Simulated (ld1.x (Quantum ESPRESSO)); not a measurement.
## Scattering properties, PAW potential for W

* Element: W
* Generator: ld1.x (Quantum ESPRESSO) 7.5
* Type: PAW
* Functional: PBE
* Relativity: scalar-relativistic
* Frozen core: [Kr] 4d10
* Valence charge: 28
* Reference configuration: 4f13.5 5s2 5p6 5d4.5 6s2 6p0
* Partial waves: 5s (bound): rcut 1.35, rcutus 1.65 bohr; 6s (bound): rcut 1.35, rcutus 1.65 bohr; 5p (bound): rcut 1.60, rcutus 1.65 bohr; 6p (bound, empty): rcut 1.60, rcutus 1.65 bohr; 5d (bound): rcut 1.55, rcutus 2.00 bohr; 5d channel at 2.75 Ry: rcut 1.55, rcutus 2.00 bohr; 4f (bound): rcut 0.95, rcutus 1.25 bohr; 4f channel at -0.85 Ry: rcut 0.95, rcutus 1.25 bohr
* Local potential: all-electron potential smoothed inside 1.85 bohr (lloc = -1)
* Core correction: Bessel-smoothed model core, default radius (core density twice the valence density)
* Augmentation charge: PSQ, inside the norm-conserving radii

The phase is arctan(r·u′/u) with u = r·R(r), unwrapped; energies in Ry, scanned from -8 to 5 Ry. A pole is an energy at which the radial function vanishes at the test radius. The pseudo phase is shifted by a multiple of π to meet the all-electron one at the reference energy, and phase errors are pseudo minus all-electron; the curves can meet again beyond the range given. Levels narrower than the energy grid can be missing from the lists of poles.

Question: For each channel, where are the poles, and over which energies does the pseudopotential scatter like the atom?

Answer:

```tsv
channel	radius (bohr)	reference energy (Ry)	poles, all-electron	poles, pseudo	unbroken range about the reference energy with phases within 0.05 rad	phase error 1 Ry above the reference energy (rad)
s	2.20	-0.42	-5.84, 4.92	-5.84	the whole range	+0.002
p	2.20	-0.10	-2.95	-2.94, 1.65	below 1.4	+0.003
d	2.20	-0.37	0.93	1.02	below 2.4	+0.013
f	2.20	-2.77	-2.74	-2.74	the whole range	+0.000
```

The ghost test of this file was not conclusive. Its overlap operator is not positive definite in a basis up to 400 Ry (lowest eigenvalue s -0.08, p -1.21, d -137.78), so the file is unfit for use: the generalised eigenproblem breaks down once the basis is large enough, and its test numbers describe a broken file.

Phases in the p channel:

```csv
E (Ry),all-electron,pseudo
-8.00,1.391,1.391
-7.52,1.383,1.383
-7.04,1.373,1.373
-6.56,1.362,1.362
-6.08,1.348,1.348
-5.60,1.329,1.329
-5.12,1.302,1.302
-4.64,1.257,1.257
-4.16,1.157,1.157
-3.68,0.621,0.621
-3.20,-1.401,-1.401
-2.72,-1.641,-1.641
-2.24,-1.720,-1.720
-1.76,-1.770,-1.770
-1.28,-1.813,-1.813
-0.80,-1.859,-1.859
-0.32,-1.915,-1.915
0.16,-1.990,-1.990
0.64,-2.102,-2.101
1.12,-2.290,-2.281
1.60,-2.645,-1.834
2.08,-3.255,-6.495
2.56,-3.845,-7.038
3.04,-4.179,-7.347
3.52,-4.357,-7.514
4.00,-4.463,-7.614
4.48,-4.532,-7.681
4.96,-4.582,-7.729
```
